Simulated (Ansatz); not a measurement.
Species: C$_{2}$H$_{3}$BCl (charge 0, doublet). It need not be the lowest isomer of its formula. 
Structure (B3LYP-D3(BJ)/def2-TZVP (Ansatz, a quantum-chemistry and plane-wave program) minimum search):
```xyz
7

C     -2.3923     0.3289     0.3464
C     -1.1612     0.4581    -0.1630
B      0.0151    -0.3483     0.3819
Cl     1.6519    -0.2752    -0.1859
H     -3.2377     0.8946    -0.0298
H     -2.5893    -0.3550     1.1638
H     -1.0093     1.1579    -0.9846
```
Charge 0, spin multiplicity 2.

Wanted: atomisation energy (electronic, to ground-state atoms), in kcal/mol. Cores are frozen in the correlated levels unless marked. UHF or UKS for open shells. No spin-orbit coupling. Non-relativistic. The coupled-cluster limit lacks core correlation, which all-electron functionals hold. CBS(X,Y): correlation extrapolated as X^-3; Hartree-Fock from the larger set.

| level | program | atomisation energy (kcal/mol) |
|---|---|---|
| PBE-D3(BJ)/def2-TZVPD | Ansatz + dftd3 | [?] |
| r2SCAN/def2-TZVPD | Ansatz | 656.7 |
| PBE0/def2-SVP | Ansatz | 663.2 |
| PBE0/def2-QZVPP | Ansatz | 656.3 |
| r2SCAN0/def2-TZVPD | Ansatz | 646.5 |
| HSE06/def2-TZVPD | Ansatz | 656.7 |
| B2PLYP/def2-TZVPD | Ansatz | [?] |
| CCSD/6-31G* | Ansatz | [?] |
| CCSD/aug-cc-pV(Q+d)Z | Ansatz | [?] |
| CCSD(T)/CBS(aug-cc-pV(T+d)Z,aug-cc-pV(Q+d)Z) | Ansatz | 643.6 |

Some entries are withheld; supply them.


- PBE-D3(BJ)/def2-TZVPD, atomisation energy (kcal/mol): 670.6
- B2PLYP/def2-TZVPD, atomisation energy (kcal/mol): 641.4
- CCSD/6-31G*, atomisation energy (kcal/mol): 588.9
- CCSD/aug-cc-pV(Q+d)Z, atomisation energy (kcal/mol): 626.2
